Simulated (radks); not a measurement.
Computed order of ionisation of promethium. At each step one electron was removed from each of the four highest sub-shells of the ion before, moves of one valence electron (up to charge 6) and the configuration listed by NIST were tried, and the lowest configuration was kept. Level of theory: Dirac Kohn-Sham, BLYP, spin-unpolarised, spherical densities, finite nucleus; Fermi nuclear charge, rms radius of each element as measured or else 0.836 A^(1/3) + 0.57 fm (a radial shooting solver on a logarithmic mesh with Libxc functionals). Sub-shells are occupied by j as written (lower j first in brackets).

\begin{tabular}{lrrrrrr}
species & lowest configuration found & NIST configuration & margin to the next tried (eV) & IE (eV) & NIST IE (eV) & kind \\ \hline
Pm & [Xe] 4f(5/2: 5, 7/2: 0) 6s2 & same & 1.800 & 5.804 & 5.582 & exp. \\
Pm+ & [Xe] 4f(5/2: 5, 7/2: 0) 6s1 & same & 2.763 & 11.042 & 10.94 & semi-emp. \\
Pm2+ & [Xe] 4f(5/2: 5, 7/2: 0) & same & 3.388 & 23.116 & 22.4 & semi-emp. \\
Pm3+ & [Xe] 4f(5/2: 4, 7/2: 0) & same & 9.638 & 41.037 & 41.2 & semi-emp. \\
Pm4+ & [Xe] 4f(5/2: 3, 7/2: 0) & same & 13.087 & 61.429 & - &  \\
Pm5+ & [Xe] 4f(5/2: 2, 7/2: 0) & [Kr] 4d10 4f(5/2: 3, 7/2: 0) 5s2 5p(1/2: 2, 3/2: 3) lies 7.675 eV higher & 7.675 & 83.902 & 85 & theory \\
Pm6+ & [Xe] 4f(5/2: 1, 7/2: 0) & differs (not computed) & 1.281 & 102.24 & 101 & theory \\
Pm7+ & [Kr] 4d10 4f(5/2: 1, 7/2: 0) 5s2 5p(1/2: 2, 3/2: 3) & differs (not computed) & 5.211 & 117.59 & 116 & theory \\
Pm8+ & [Kr] 4d10 4f(5/2: 1, 7/2: 0) 5s2 5p(1/2: 2, 3/2: 2) & differs (not computed) & 5.474 & 133.34 & 138 & theory \\
Pm9+ & [Kr] 4d10 4f(5/2: 1, 7/2: 0) 5s2 5p(1/2: 2, 3/2: 1) & differs (not computed) & 5.742 & 149.46 & 155 & theory \\
Pm10+ & [Kr] 4d10 4f(5/2: 1, 7/2: 0) 5s2 5p(1/2: 2, 3/2: 0) & differs (not computed) & 6.017 & 172.22 & 174 & theory \\
Pm11+ & [Kr] 4d10 4f(5/2: 1, 7/2: 0) 5s2 5p(1/2: 1, 3/2: 0) & differs (not computed) & 11.364 & 189.56 & 202 & theory \\
Pm12+ & [Kr] 4d10 4f(5/2: 1, 7/2: 0) 5s2 & same & 14.731 & 225.53 & 229 & theory \\
Pm13+ & [Kr] 4d10 5s2 & same & 4.892 & 252.88 & 248 & theory \\
\end{tabular}

Reference values: NIST Atomic Spectra Database (exp. = measured, semi-emp. = semi-empirical, theory = theoretical value adopted there). Spin polarisation and multiplet splitting are left out, so open shells lie too high by an amount that depends on their filling. Tried without a valid solution: [Xe] 4f(5/2: 6, 7/2: 0) 6s1.

Beside tabulated values, note that spin-unpolarised runs miss the spin-polarisation part of the exchange energy of open shells. No tabulated value is given for the 4+ ions of Nd, Pm and Eu to Yb, where it belongs to another shell than the one emptied here.
